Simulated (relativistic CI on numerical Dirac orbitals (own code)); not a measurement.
Nd⁴⁸⁺: sensitivity of the levels to the model

Base calculation: Dirac-Coulomb-Breit CI, separate exchange-only KLI orbitals for each configuration, a model potential for QED, unscaled Slater integrals.

CI space (outside the closed core [Ne]): 3s², 3s3p, 3p², 3s3d, 3d², 3p3d, 3p4s, 3d4s, 3s4s, 3s4p, 3s4d, 3s4f, 3s5s, 3s5p, 3s5d, 3s5f. Levels of other configurations are missing.

The lowest level and the first level of each name with at least 55 % of one term (blank where a level has no safe partner in the second run):

```tsv
Level	Base (eV)	Shift (eV)
3s² ¹S0	0.000	0.000
3s3p ³P°0	100.854	+0.184
3s3p ³P°1	111.894	+0.184
3s3p ³P°2	238.697	+0.184
3p² ³P0	242.945	+0.347
3s3p ¹P°1	268.586	+0.184
3p² ¹D2	369.133	+0.312
3p² ³P1	370.218	+0.349
3s3d ³D1	404.136	+0.075
3s3d ³D2	411.005	+0.093
3s3d ³D3	435.212	+0.075
3s3d ¹D2	448.597	+0.110
3p3d ³F°2	513.228	+0.201
3p² ³P2	516.867	+0.333
3p² ¹S0	529.497	+0.345
3p3d ³D°1	539.627	+0.201
3p3d ³F°3	559.449	+0.202
3p3d ³P°0	668.774	+0.201
3p3d ³P°1	669.309	+0.201
3p3d ³F°4	682.492	+0.201
3p3d ¹P°1	718.779	+0.201
3d² ³F2	817.894	-0.095
```

At this charge energies of transitions that change n are usually good to better than 1 %, and those within a shell (Δn = 0) to a few per cent.

Q: One thing was changed in a second run, which moved the levels as shown. Which?
A. P86 correlation estimate
B. QED terms removed
C. configuration mixing switched off
D. Breit term removed

A: A. P86 correlation estimate. A correlation estimate moves all levels of a configuration together before mixing; mixed levels move by a weighted share.

LS names give the leading component of a level, which can be under half, so a name can repeat, a term be missing and a line seem to break the LS rules.
